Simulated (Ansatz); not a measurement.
Two isomers of CH8O2Si2: A = `OC([SiH3])O[SiH3]`, B = `CO[SiH2][SiH2]O`.

Isolated molecules relaxed with PBE0-D4/def2-TZVP in Ansatz; ΔE leaves out vibrations. CCSD(T)/CBS adds triple-zeta CCSD(T) − MP2 to the extrapolated MP2 energy (def2 sets, frozen cores). Functionals use def2-TZVPP. B3LYP here is the variant with VWN-RPA as its local correlation; programs differ in this. One conformer a species, not always the lowest.

A:

```xyz
13

O     1.007    0.535   -1.115
C     0.008   -0.268   -0.539
Si    0.616   -2.041   -0.173
O    -0.464    0.276    0.672
Si   -1.005    1.840    0.772
H     1.794    0.495   -0.561
H    -0.799   -0.267   -1.283
H    -0.415   -2.817    0.560
H     1.847   -1.910    0.655
H     0.951   -2.722   -1.450
H    -1.807    1.904    2.016
H    -1.845    2.159   -0.414
H     0.112    2.815    0.859
```

B:

```xyz
13

C    -2.080   -0.651    1.398
O    -1.286   -0.113    0.367
Si    0.348   -0.316    0.307
Si    1.096    0.750   -1.648
O     2.751    0.790   -1.707
H    -3.124   -0.408    1.191
H    -1.981   -1.742    1.454
H    -1.810   -0.227    2.373
H     0.997    0.282    1.517
H     0.694   -1.770    0.330
H     0.517    2.124   -1.704
H     0.674    0.007   -2.861
H     3.205    1.273   -1.016
```

Q: Which is lower in electronic energy at CCSD(T)/CBS, and by how much? (Best estimate.)

A: Ansatz gave: B, by 147.3 kJ/mol.

Q: Give E(B) − E(A) in kJ/mol with B3LYP, HF/def2-TZVPP, MP2/def2-TZVPP, ωB97M-V, B2PLYP, PBE0-D4, r2SCAN-D4. (Best estimate.)

A: Ansatz gave: B3LYP -147.4, HF/def2-TZVPP -151.3, MP2/def2-TZVPP -145.5, ωB97M-V -137.2, B2PLYP -146.6, PBE0-D4 -146.3, r2SCAN-D4 -145.0. None reverses the order clearly.

Largest T1 diagnostic: 0.013.

In def2-TZVPP, CCSD(T) changes the Hartree–Fock value by +9.3 kJ/mol (the triples alone add +2.9 kJ/mol) and MP2 by +5.8 kJ/mol. The D4 term adds +3.5 kJ/mol with B3LYP and +1.8 kJ/mol with PBE0; it sums over pairs of atoms, weighted by their polarisabilities, and B3LYP, whose exchange is more repulsive, gets the larger term.
